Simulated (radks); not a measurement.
The numbers below are computed, except where a source is named.
Problem. Ionisation of the nitrogen ion N+, [He] 2s2 2p2, to N2+, [He] 2s2 2p1, under several functionals. Non-relativistic Kohn-Sham, spin-unpolarised, spherical densities, point nucleus; a radial shooting solver on a logarithmic mesh with Libxc functionals. Known Delta-SCF values: exchange-only r2SCAN 27.690 eV; Wu-Cohen GGA 28.823 eV. What does BLYP give, and what is its highest occupied eigenvalue?

Solution. 28.878 eV by Delta-SCF; the 2p eigenvalue is -20.690 eV. NIST: 29.601 eV (semi-empirical).

Beside tabulated values, note that spin-unpolarised runs miss the spin-polarisation part of the exchange energy of open shells.
